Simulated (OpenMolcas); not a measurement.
## Kr III: effect of the active space

* Program: OpenMolcas 26.06
* Method: SS-CASPT2 or its RAS form, IPEA 0.25 Eh, imaginary shift 0.1 Eh
* Basis: ANO-RCC-VTZP
* Scalar Hamiltonian: DKH2, point nucleus
* Spin-orbit coupling: RASSI with atomic mean-field integrals over the reference wave functions, term energies averaged over their components

A. 4 electrons in 3 orbitals (4p); 2S+1 = 3 even, 3 roots; 2S+1 = 1 even, 6 roots; closed shells correlated: 3d 4s; CASPT2 step of the order of 0.8 core-seconds
B. 6 electrons in 9 orbitals (RAS2 4s 4p; RAS3 4d, at most 2 electrons); 2S+1 = 3 even, 3 roots; 2S+1 = 1 even, 7 roots; 2S+1 = 3 odd, 3 roots; 2S+1 = 1 odd, 3 roots; closed shells correlated: 3d; CASPT2 step about 9 core-seconds

Energies in cm-1 above 4s2 4p4 3P2, the measured ground level; measured values from Saloman, J. Phys. Chem. Ref. Data 36, 215 (2007).

```tsv
Level	A	B	Measured
4s2 4p4 3P2	0.0	0.0	0.0
4s2 4p4 3P1	4140	4050	4548
4s2 4p4 3P0	5020	4930	5313
4s2 4p4 1D2	15040	15060	14644
4s2 4p4 1S0	34350	33560	33080
```

Deviations, from unrounded energies. A percentage is the sum of absolute deviations over the sum of measured energies, with the sign that they share, or ± where signs differ.

| Against measurement | Levels | A | B |
| --- | --- | --- | --- |
| mean absolute deviation (cm-1) | 4 | 590 | 440 |
| fine structure of the ground term (%) | 2 | -7.1 | -8.9 |
| other terms of the ground configuration (%) | 2 | +3.5 | +1.9 |

B lies closest to measurement on these levels. The largest miss of B in the table is 4s2 4p4 3P1, by -500 cm-1. The ranking rests on the paired levels alone, and a cruder setting can come out closer through cancelling errors.

Between A and B the level of the table that moves most is 4s2 4p4 1S0, by 790 cm-1 (lowest in B, highest in A). Moves below CASPT2's spread within the term are not significant.

CASPT2 breaks the degeneracy within a term, and the mean is taken; among the terms shown or strongly mixed into the levels shown the widest spread is 150 cm-1 (4s2 4p4 1D, A). With the s shell closed, the reference lacks s² → p² mixing (holds for A). The run also gave levels led by 4s2 4p3 4d, which use shells meant for correlation; these and all levels above them are left out (holds for B). Measured partners are found by configuration, term and J. A level has none where our copy of the source lacks it or the pairing is in doubt (some pairs that miss far off the trend of their configuration count as doubtful), and it then counts in no deviation. Only configurations of the active space appear. Levels that lie high or do not pair safely by name in every column are left out.
